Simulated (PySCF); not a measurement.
C₆H₆N₂S.
Bonds: C1–C2 (triple), C2–C3, C3–N4 (aromatic), N4–S5 (aromatic), S5–N6 (aromatic), N6–C7 (aromatic), C7–C8, C8–C9, C3–C7 (aromatic). Hydrogens: H10 on C1; H11, H12 on C8; H13, H14, H15 on C9.

Probes without a nucleus sit at each ring's centroid and 1 Å off its mean plane on both sides; NICS is minus the shielding there, NICSzz its component along the normal. Level: GIAO PBE0/pcSseg-1 (PySCF, non-relativistic, gas phase) on the GFN2-xTB geometry, one conformer.

Ring bond lengths (Å), with Mayer bond orders in brackets: C3–N4 1.320 (1.59), N4–S5 1.617 (1.24), S5–N6 1.628 (1.20), N6–C7 1.311 (1.59), C7–C3 1.431 (1.15).

Question: What do the NICS probes read (ppm)?

Answer: 
```tsv
ring	type	NICS(0)	NICS(1), two faces	NICS(1)zz, two faces	rms pucker (Å)	centre to ring atoms, mean (Å)
C3–N4–S5–N6–C7	5-membered ring with 2 N and S; formal bonds all aromatic	-13.7	-12.7 / -12.7	-31.1 / -30.5	0.00	1.24
```

Question: What can be read from them?

Answer: 
- C3–N4–S5–N6–C7: mean NICS(1)zz -30.8 ppm, shielded. For a flat ring without four-coordinate atoms the NICS criterion counts such a value as aromatic.

Question: At the second NICS(1) probe listed for ring C3–N4–S5–N6–C7, 1 Å off the ring, what do the in-plane components average?

Answer: The isotropic value is a third of the trace: (3 × -12.7 − (-30.5))/2 = -3.8 ppm.

Question: How shielded are the nuclei of the rings and their hydrogens (means over atoms taken as equivalent)?

Answer: 
```tsv
atoms	environment	σ isotropic (ppm)	principal values of the symmetric part, first atom (ppm)
C3	substituted aromatic carbon	41.4	-30.4, 41.8, 112.9
N4	pyridine-type nitrogen	-144.7	-432.2, -202.0, 200.0
S5	ring sulfur	-3.2	-154.9, 69.9, 75.5
N6	pyridine-type nitrogen	-119.3	-369.4, -174.4, 185.8
C7	substituted aromatic carbon	13.7	-47.1, -24.8, 112.9
```

Shape of the structure used: `[CH:1]#[C:2][c:3]1[n:4][s:5][n:6][c:7]1[CH2:8][CH3:9]`: N6–C7–C8–C9 -104°.
